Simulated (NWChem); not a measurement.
Species: Si2H3O2F; SMILES F[SiH]1O[SiH2]O1

```xyz
8

F     -0.5751     2.0510     0.0000
Si     0.4583     0.8205     0.0000
O      0.1187    -0.3131    -1.1928
Si    -0.2408    -1.4740     0.0000
O      0.1187    -0.3131     1.1928
H      1.8146     1.3912     0.0000
H      0.6970    -2.6243     0.0000
H     -1.6574    -1.9158     0.0000
```
Atoms are numbered in this order, from 1.

All runs: NWChem. Pople sets run with spherical d functions. Geometry: optimised at PBE0/def2-SVP. GIAO values for the isolated, static molecule; σ is the absolute isotropic shielding, δ = σ(reference) − σ with the isolated reference molecule computed at the same levels (19F: trichlorofluoromethane, 1H: tetramethylsilane, 17O: water, 29Si: tetramethylsilane).

```csv
level,δ F1 (ppm),δ Si2 (ppm),δ O3 (ppm),δ Si4 (ppm),δ H6 (ppm),δ H7 (ppm),δ H8 (ppm)
Hartree-Fock/6-31G*,-73.3,-36.5,78.9,2.2,5.03,5.37,5.43
B3LYP/6-31G*,-98.1,-19.8,108.2,24.2,5.34,5.76,5.82
PBE0/pcSseg-1,-111.2,-33.8,132.9,7.6,5.02,5.45,5.50
"LDA (Slater exchange, VWN5)/pcSseg-1",-115.3,-25.8,163.6,23.0,5.52,6.03,6.08
```
